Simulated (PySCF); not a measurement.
**Spinor energies of Cr (chromium, neutral)**

Start: [Ar] 3d5 4s1; 3d3/2 filled at m_j = -3/2, -1/2, +1/2, +3/2; 3d5/2 filled at m_j = +5/2; 4s1/2 filled at m_j = +1/2. Calculated with PySCF 2.14 in x2c-TZVPall-2c with one added diffuse shell each of s, p, d type (7s8p5d1f, 63 functions): generalised Hartree-Fock with the X2C-1e Hamiltonian and a Gaussian nucleus; one run each with spin-orbit coupling (SO) switched off, then screened by Boettger's factors.

```
spinor shell  electrons  ε, spin-free (eV)  ε, screened SO (eV)  weight of nominal j (screened SO)  rms radius, screened SO (bohr)
       1s1/2          2            -6041.8              -6041.8                              1.000                          0.0734
       2s1/2          2            -722.75              -722.74                              1.000                           0.316
       2p1/2          2            -604.03              -610.17                              0.983                           0.286
       2p3/2          4            -604.03              -601.01                              0.991                           0.288
       3s1/2          2            -90.956              -90.954                              1.000                           0.971
       3p1/2          2            -56.148              -56.522                              0.664                            1.06
       3p3/2          4            -56.148              -55.968                              0.832                            1.06
       3d3/2          4             -9.985               -9.997                              0.506                            1.60
       3d5/2          1             -9.985               -9.938                              1.000                            1.60
       4s1/2          1             -6.168               -6.168                              1.000                            3.91
```

```tsv
quantity	spin-free	screened SO
E (hartree)	-1049.63740	-1049.64905
M_J	3	3
⟨J²⟩	12.000	12.000
⟨L²⟩	0.000	0.001
⟨S²⟩	12.000	12.000
```

Each row is a mean over spinors that exchange with the open shell spreads, by up to 11.776 eV (3p3/2).

Rows whose weight is well below 1 are mixtures of j = l ± 1/2: exchange outweighs spin-orbit coupling there, and the label is only the starting occupation.

Without spin-orbit coupling the j labels of p, d and f shells carry no meaning; the spin-free column gives the mean over the occupied spinors of each nl shell.
